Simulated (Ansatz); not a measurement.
C2H3BF2O, SMILES C(/B(F)O)=C\F.

Geometry: PBE0-D3(BJ)/def2-SVP. The structure was generated by enumeration; whether it is a known compound was not checked. Other conformers were not sampled.

Two levels are set side by side: PBE/def2-TZVPD (Ansatz, a first-principles code) and PBE0/def2-TZVPD (Ansatz). Energy differences of separate SCF runs at the same geometry; the states with an electron removed or added have multiplicity 2 and 2. Differences are taken from unrounded values.

```csv
quantity,PBE0,PBE,PBE minus PBE0
vertical ionisation energy (eV),10.51,10.35,-0.16
vertical singlet–triplet gap (eV),4.00,4.11,0.11
```
